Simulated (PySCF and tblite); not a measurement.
C₈H₁₁NO, numbered as in [CH3:1][O:2][C@H:3]1[C@H:4]2[CH2:5][CH2:6][C@:7]1([C:8]#[N:9])[CH2:10]2. Level: PBE0-D3(BJ)/def2-SVP//GFN2-xTB, thermal terms from GFN2-xTB, symmetry numbers and mirror pairs counted. Conformers within 2.5 kcal/mol (GFN2-xTB free energy) were kept, 6 at most. GIAO shieldings: WP04/6-31G*. Shifts are against NH3 (¹⁵N) at the same level. Programs: PySCF with density fitting and tblite.

Torsions listed: C1–O2–C3–C4. The 4-ring runs over atoms 3–4–10–7. The 5-ring runs over atoms 3–4–5–6–7.

```
conformer                                                                                                           shape  point group  mirror pair  ΔE(DFT)  Δ(G−E) at 298.15 K  δ N9 (ppm)
        1  4-ring puckered (ring torsions -35, 35, -35, 35°); 5-ring envelope (ring torsions 45, 0, -44, 67, -67°); -177°           C1           no     0.00                0.00       241.7
        2    4-ring puckered (ring torsions -35, 35, -34, 35°); 5-ring envelope (ring torsions 44, 0, -44, 67, -67°); 82°           C1           no     1.27               -0.12       241.2
```

Energies in kcal/mol; the thermal term leaves out symmetry numbers and mirror images.

Work out the weights at 298.15 K and the ¹⁵N shift of N9 under fast exchange.

RT = 0.592 kcal/mol. Each conformer gets RT ln(σ/g), with σ the rotational symmetry number and g = 2 for a mirror pair: 1: σ = 1, g = 1, G = 0.00 + 0.00 + 0.00 = 0.00, 0.00 above the lowest, exp(−ΔG/RT) = 1.000; 2: σ = 1, g = 1, G = 1.27 − 0.12 + 0.00 = 1.14, 1.14 above the lowest, exp(−ΔG/RT) = 0.145. The sum is 1.145, so the weights are 87.3, 12.7 %. The averaged shift is 241.7 ppm. At 298.15 K the leading conformer alone gives 241.7 ppm and bare DFT energies give 241.7 ppm.

Unscaled ¹⁵N shifts at such levels can be off by tens of ppm; differences between conformers or isomers are more reliable.


¹⁵N shifts are against a computed isolated NH3 molecule, about 20 ppm from the liquid.